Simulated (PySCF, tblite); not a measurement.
A set of runs on `C#[C][GeH2]/[CH]=C/C`; the geometry of each is named by its level. Settings lines and outputs come from a driver script.

Compound: C5H8Ge.
Atom-mapped SMILES: `[CH:1]#[C:2][GeH2:3]/[CH:4]=[CH:5]/[CH3:6]` (hydrogens: H7 on C1; H8, H9 on Ge3; H10 on C4; H11 on C5; H12, H13, H14 on C6)

Step 1: GFN2-xTB geometry optimisation, gas phase (tblite 0.8.0) (from a force-field or distance-geometry start)
```json
{"job": {"kind": "relax", "xc": "GFN2-xTB", "basis": "xTB"}, "charge": 0, "multiplicity": 1}
```
```
step      E/eV     max force
  0    -451.03845    1.403
  1    -451.09561    1.032
  2    -451.12065    2.069
...
 51    -451.25918    0.027
 52    -451.25924    0.015
 53    -451.25929    0.014
 54    -451.25932    0.011
 55    -451.25934    0.010
```

Energy lowered by 5.1 kcal/mol over 55 steps; largest atomic force 0.010 eV/Å at the end. «max force» is the largest atomic force in eV/Å.

The run took 0.46 s on one thread of an Arm Neoverse N1, on a shared host.

Step 2: GFN2-xTB harmonic vibrations, gas phase (tblite 0.8.0) (on the GFN2-xTB geometry)
```json
{"job": {"kind": "ir", "xc": "GFN2-xTB", "basis": "xTB"}, "charge": 0, "multiplicity": 1}
```
```
(table of modes left out)
```

36 modes from 64 to 3342 cm⁻¹ (unscaled, harmonic); zero-point energy 63.7 kcal/mol; all wavenumbers are real at this level.

On an Arm Neoverse N1 with one thread, shared host with 64 logical CPUs at a one-minute load of 59, this took 0.6 s.

Step 3: TDDFT PBE0/def2-SVPD, vertical, gas phase, core orbitals frozen in the response (PySCF 2.14.0, density-fitted response routines) (on the GFN2-xTB geometry)
```json
{"job": {"kind": "uv", "xc": "PBE0", "basis": "def2-SVPD", "nstates": 8, "ntriplets": 3}, "charge": 0, "multiplicity": 1}
```
```
...
Static polarisability (au): isotropic 88.260, principal 64.582 96.821 103.377
Singlet excitations
state   eV       nm        f      main configurations
  1   6.3135    196.4   0.00008   H-2->L+1 0.43, H-1->L+2 0.15, H-1->L+1 0.13
  2   6.5832    188.3   0.01118   H-1->L+2 0.25, H-1->L+1 0.25, H-2->L+2 0.12
  3   6.5916    188.1   0.00571   H-2->L+2 0.25, H-1->L+2 0.23, H-1->L+1 0.15
  4   6.6620    186.1   0.00192   H->L+1 0.66, H-2->L+1 0.17, H-1->L 0.09
  5   6.8615    180.7   0.00052   H-1->L 0.45, H-3->L 0.17, H-1->L+2 0.15
  6   6.9528    178.3   0.28791   H->L 0.68, H->L+2 0.19
  7   7.0451    176.0   0.01871   H->L+2 0.51, H-2->L 0.35
  8   7.2167    171.8   0.15794   H-2->L 0.38, H->L+2 0.24, H->L 0.17
Triplet excitations (Tamm-Dancoff, eV): 4.3314 5.1107 5.6152
```

HOMO -7.56 eV, LUMO -0.09 eV; lowest singlet 6.31 eV; lowest triplet 4.33 eV (Tamm–Dancoff); mean polarisability 88.3 au.

Hardware: one thread of an Arm Neoverse N1, shared host with 64 logical CPUs at a one-minute load of 60. Cost: 62 s of wall time, 0.82 GiB resident at most.

Geometry of the electronic-property runs (GFN2-xTB):
```
atom  x, y, z in Å
C1     2.9962    1.1873   -0.3231
C2     2.3836    0.2313    0.0736
Ge3    1.3907   -1.2580    0.7057
C4    -0.5049   -0.8365    0.6958
C5    -1.0022    0.2977    0.2216
C6    -2.4498    0.6529    0.1926
H7     3.5410    2.0183   -0.6724
H8     1.7179   -2.4336   -0.1734
H9     1.8895   -1.5883    2.0851
H10   -1.1820   -1.5799    1.1004
H11   -0.3306    1.0465   -0.1835
H12   -2.6182    1.5845    0.7326
H13   -2.7741    0.8079   -0.8365
H14   -3.0578   -0.1307    0.6395
```

 (This holds for the electronic-property runs.)

One conformer stands for the species.
